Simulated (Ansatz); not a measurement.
Gas-phase electronic energies from Ansatz, PBE0-D4/def2-TZVP geometries. CCSD(T)/CBS adds triple-zeta CCSD(T) − MP2 to the extrapolated MP2 energy (def2 sets, frozen cores). DFT in def2-TZVPP. One conformer a species, not always the lowest.

`C[SiH](N)O` → `NCO[SiH3]`  (isomerisation)

```csv
level,ΔE (kJ/mol)
B2PLYP,205.4
CCSD/def2-SVP,165.0
```

(1) What does CCSD(T)/CBS give? (An estimate is asked.)

(2) What do rigid-rotor, harmonic-oscillator terms from PBE0-D4/def2-TZVP frequencies (298.15 K, 1 bar) make of the CCSD(T)/CBS value? (Estimate.)

Largest T1 diagnostic among the species: 0.011.

## Answers

(1) The calculation gave: +213.8 kJ/mol. The listed levels differ from it by -8.4, -48.8 kJ/mol.

(2) The calculation gave: ΔZPE = -1.5 kJ/mol, ΔH = +210.5 kJ/mol, ΔS = -1 J/(mol·K), ΔG = +210.9 kJ/mol. Modes under 50 cm⁻¹ make the entropy rough.

From PBE to PBE0 (25 % exact exchange), in def2-TZVPP and without D4, ΔE moves by +6.0 kJ/mol. In def2-TZVPP, CCSD(T) changes the Hartree–Fock value by +12.1 kJ/mol (the triples alone add −0.1 kJ/mol) and MP2 by +23.3 kJ/mol. At CCSD(T), def2-SVP lies −50.9 kJ/mol from the extrapolated value and def2-TZVPP −7.7 kJ/mol.
